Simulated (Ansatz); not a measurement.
# How methods differ on GeF2 (SMILES [F][Ge][F])

The species is GeF2 (3 atoms), meant as a singlet with charge 0. SMILES: `[F][Ge][F]`. The shape is that of a PBE0-D4/def2-TZVP optimisation. The run starts from this shape.

| atom | x (Å) | y (Å) | z (Å) |
| --- | --- | --- | --- |
| F | -0.6759 | -1.1018 | -0.4975 |
| Ge | 0.6375 | -0.2952 | 0.3202 |
| F | 0.0276 | 1.3321 | 0.1641 |

Quantity: the adiabatic ionisation energy (to the doublet cation, no zero-point term), in eV. The values are calculated.

| level | kind | program | value (eV) |
| --- | --- | --- | --- |
| HF/STO-3G | Hartree–Fock | Ansatz | 6.60 |
| HF/3-21G | Hartree–Fock | Ansatz | 10.14 |
| HF/6-31G* (Cartesian functions) | Hartree–Fock | Ansatz | 10.35 |
| PBE/def2-SVP | GGA | Ansatz | 11.10 |
| BLYP/cc-pVTZ | GGA | Ansatz | 11.17 |
| B3LYP/6-31G* (Cartesian functions) | global hybrid | Ansatz | 11.27 |
| MP2/6-31G* (Cartesian functions) | perturbation theory | Ansatz | 10.86 |
| CCSD/cc-pVDZ | coupled cluster or CI | Ansatz | 11.05 |

All-electron rows without a relativistic Hamiltonian named are non-relativistic. The values span 6.60 to 11.27 eV. In the correlated wave-function rows the outer d shell of Ge is correlated, in sets not made for it. Without the sets that lack polarisation functions the rows with a basis span only 10.35 to 11.27 eV.
